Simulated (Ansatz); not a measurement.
Cost and result for the atomization energy of `B[N]1[CH2][AlH]1` (9 atoms, 9 bonds).

Z-matrix (Å, degrees):
```
C
N 1 1.526
Al 1 1.902 2 60.8
H 1 1.090 2 113.8 3 115.7
H 1 1.090 2 113.8 3 -115.8
B 2 1.389 1 127.5 3 179.6
H 3 1.569 1 165.8 2 -179.9
H 6 1.204 2 120.4 1 0.1
H 6 1.202 2 118.8 1 -179.9
```

The species carries charge 0 and has multiplicity 1. The structure was optimised at the PBE0-D4/def2-TZVP level. Program: Ansatz. All runs use 2 threads of an Arm Neoverse V2 on a shared host. Times are those of one run each, without the atoms' runs, and a repeat can differ threefold. Electronic energies, without spin–orbit coupling; frozen cores. CCSD(T)/CBS adds CCSD(T) − MP2 in def2-TZVPP to the MP2 limit, and its time is that of the two runs behind it. T1 = 0.014. B3LYP takes the VWN-RPA correlation (the form of Gaussian; ORCA's B3LYP/G).

CCSD(T)/CBS is a level of theory with its own doubt, some kJ/mol a heavy atom from the limit and from the frozen cores, so smaller differences don't rank the functionals.

| level | functions | wall time | atomization (kJ/mol) | difference from CCSD(T)/CBS | per bond |
| --- | --- | --- | --- | --- | --- |
| CCSD(T)/def2-SVP | 85 | 1.9 s | 2932.3 | -163.1 | -18.1 |
| PBE0-D4/def2-TZVPP | 205 | 2.7 s | 3115.2 | 19.8 | 2.2 |
| BHLYP-D4/def2-TZVPP | 205 | 2.7 s | 3035.4 | -60.0 | -6.7 |
| CAM-B3LYP-D4/def2-TZVPP | 205 | 2.8 s | 3135.2 | 39.8 | 4.4 |
| B3LYP-D4/def2-TZVPP (with forces) | 205 | 4.1 s | 3123.3 | 27.9 | 3.1 |
| r2SCANh-D4/def2-TZVPP | 205 | 4.6 s | 3102.3 | 6.9 | 0.8 |
| B2PLYP/def2-TZVPP | 205 | 4.6 s | 3085.2 | -10.2 | -1.1 |
| PBE-QIDH/def2-TZVPP | 205 | 4.6 s | 3087.4 | -8.0 | -0.9 |
| ωB97X-V/def2-TZVPP | 205 | 7.5 s | 3123.1 | 27.7 | 3.1 |
| ωB97M-V/def2-TZVPP (with forces) | 205 | 11 s | 3127.1 | 31.7 | 3.5 |
| MP2/def2-QZVPP | 391 | 17 s | 3116.3 | 20.9 | 2.3 |
| CCSD(T)/def2-TZVPP | 205 | 48 s | 3011.7 | -83.7 | -9.3 |
| CCSD(T)/CBS(def2) | – | 64 s | 3095.4 | 0.0 | 0.0 |

At CCSD(T), def2-SVP lies −163.1 kJ/mol from the extrapolated value and def2-TZVPP −83.7 kJ/mol: correlation converges slowly with the basis, and small sets miss more of it in the bonded molecule than in its fragments. From r2SCAN to r2SCAN0 (25 % exact exchange), in def2-TZVPP and without D4, the atomization energy moves by −49.8 kJ/mol: exact exchange takes away binding that semilocal exchange gives to molecules. In def2-TZVPP, CCSD(T) changes the Hartree–Fock value by +766.1 kJ/mol (the triples alone add +48.4 kJ/mol) and MP2 by +820.6 kJ/mol; breaking electron pairs costs correlation energy, which Hartree–Fock lacks.
